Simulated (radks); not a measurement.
Results of a calculation; reference values are marked as such.
Problem. Spherical quantum dot in the effective-mass picture: electrons in a parabolic well V = omega^2 r^2 / 2 with omega = 0.44, with a point charge +2 (a donor) at the centre, all in effective atomic units (hartree* = m*/eps^2 hartree, bohr* = eps/m* bohr), one dielectric constant everywhere. Level of theory: non-relativistic Kohn-Sham, LDA (Slater exchange, Perdew-Wang correlation), spin-polarised, spherical densities (a radial shooting solver with Libxc functionals). Levels are named by radial order and angular momentum (1s, 1p, 1d, 2s, ...), and open shells are averaged over m. Results are scaled to m* = 0.026 and eps = 13.5, for which hartree* = 3.882 meV and bohr* = 27.48 nm. At N = 27 the configuration is 1s2 1p6 1d10 2s2 1f(up 7, down 0). Does electron 28 go into 2p up or 1f down or 2p down?

Solution. Into 2p up. The total energies of the other choices lie higher by 0.0446 meV (1f down), 0.0903 meV (2p down).
